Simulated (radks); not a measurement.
Ir+, 76 electrons, occupied as [Xe] 4f14 5d7 6s1. All-electron calculation, non-relativistic Kohn-Sham, PBE, spin-polarised, spherical densities, point nucleus; open shells are filled with parallel spins first (spin-orbit coupling, left out, can overturn this in heavy ions); relativity is left out, which matters for an element this heavy. Program: a radial shooting solver on a logarithmic mesh with Libxc functionals. Some entries of the table are withheld. Estimate them.

orbital  occ.  eigenvalue (eV)  r(max) (bohr)
1s up       1        -69276.65        0.01305
1s down     1        -69276.64        0.01305
2s up       1        -11501.56        0.07100
2s down     1        -11501.35        0.07100
2p up       3        -11045.27        0.05509
2p down     3        -11045.10        0.05509
3s up       1        -2673.643         0.1944
3s down     1        -2673.557         0.1944
3p up       3        -2459.983         0.1830
3p down     3        -2459.894         0.1830
3d up       5        -2061.552         0.1440
3d down     5        -2061.407         0.1440
4s up       1        -560.9537         0.4352
4s down     1        -560.7809         0.4352
4p up       3        -469.9183         0.4350
4p down     3        -469.7341         0.4350
4d up       5        -303.1367         0.4290
4d down     5        -302.9136         0.4290
5s up       1         -87.3637         0.9803
5s down     1         -85.6369         0.9773
4f up       7         -81.8234         0.3893
4f down     7         -81.5003         0.3893
5p up       3         -59.5375            (1)
5p down     3         -57.6263            (2)
5d up       5              (3)            (4)
5d down     2              (5)            (6)
6s up       1         -12.1917          2.571
6s down     0         -10.5050          2.625

Answer. 
(1) 5p up r(max) (bohr): 1.046
(2) 5p down r(max) (bohr): 1.042
(3) 5d up eigenvalue (eV): -17.4323
(4) 5d up r(max) (bohr): 1.285
(5) 5d down eigenvalue (eV): -15.2182
(6) 5d down r(max) (bohr): 1.277
